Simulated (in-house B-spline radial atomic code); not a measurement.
**Correlation energy from the adiabatic connection: ω²r²/2 − Z/r, ω = 0.074, Z = -1**

Two electrons in a singlet, external potential ω²r²/2 − Z/r, ω = 0.074, Z = -1 (atomic units). Full CI in B-splines (partial waves to l = 8, correlation up to 0.6 % small) with the density held fixed gives W(λ) = <V_ee>_λ − U, and E_c is the integral of W(λ) − W(0) from 0 to 1.

```csv
λ,W(λ) − W(0) (hartree)
0,0.00000
0.02,-0.00280
0.05,-0.00657
0.12,-0.01371
0.25,-0.02263
0.4,-0.02885
0.6,-0.03379
0.8,-0.03686
1,-0.03896
```

(1) Integrate the table by the trapezoid rule.

(2) Now use only three numbers: W(0) = -0.13064, the initial slope W'(0) = -0.1455 (extrapolated from the first points) and the strong-coupling limit of the point-charge-plus-continuum model, W∞ = -0.16763. What do second-order theory and the interpolation W(λ) = W∞ + (W(0) − W∞)/√(1 + 2χλ) of Seidl, Perdew and Levy give?

Results:

(1) The strips give -0.00003, -0.00014, -0.00071, -0.00236, -0.00386, -0.00626, -0.00707, -0.00758, which sum to -0.02801 hartree. The direct value, W(1) − W(0) + T_c with T_c = 0.01076, is -0.02819; the curve is convex, so chords lie above it and the trapezoids fall short in size by 0.63 %.

(2) Second order keeps the slope alone: E_c = W'(0)/2 = -0.07275, +158 % in size against -0.02819. Matching the slope fixes χ = W'(0)/(W∞ − W(0)) = -0.1455/(-0.03699) = 3.93350. Integrating, with s = √(1 + 2χ) = 2.977749, E_c = −(W(0) − W∞)(s − 1)/(s + 1) = −0.03699 × 1.977749/3.977749 = -0.01839 hartree, -34.8 % in size against the full result. At λ = 1 the formula gives W − W(0) = -0.02457 against -0.03896. Part of the miss can come from the model's W∞, which here lies above the computed W at λ = 10, -0.18172. The slope is uncertain by some per cent for so bent a curve.
